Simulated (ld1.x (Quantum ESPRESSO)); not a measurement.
**Pseudopotential generation for Mo: TM, LDA (PZ), fully relativistic.**

```
Element                 : Mo (Z = 42)
Generator               : ld1.x (Quantum ESPRESSO) 7.5
Type                    : norm-conserving Troullier–Martins (Kleinman–Bylander form)
Functional              : LDA (PZ)
Relativity              : fully relativistic
Frozen core             : [Kr]
Valence charge          : 6
Reference configuration : 4d5 5s1 5p0
Partial waves           : 5s (bound): rc 2.25 bohr; 5p (bound, empty): rc 4.05 bohr; 4d (bound): rc 1.40 bohr
Local potential         : all-electron potential smoothed inside 1.15 bohr (lloc = -2)
Core correction         : none
```

Open shells are filled in proportion to 2j + 1 (rel_dist='average').

Calculated quality:

```
Cutoffs needed           : 45 Ry and 60 Ry (the cutoffs (Ry, on a coarse ladder) from which the occupation-weighted sum of valence levels, in a spherical-Bessel basis at the reference potential, stays within 10 and 1 mRy of its value at 400 Ry)
Ghost test               : ghost states, extra bound levels that the all-electron valence spectrum of the same l lacks: s at -87.2 eV, p3/2 at -38.1 eV, p1/2 at -35.4 eV; a true bound ghost makes a file unfit for plane-wave use (spherical-Bessel basis up to 400 Ry, 20 bohr box)
Largest excitation error : +34 meV (all-electron minus pseudo) for 4d4 5s0 5p0, out of 7 test configurations
```

Generation and tests took about 1.7 s on one core of a shared server CPU.
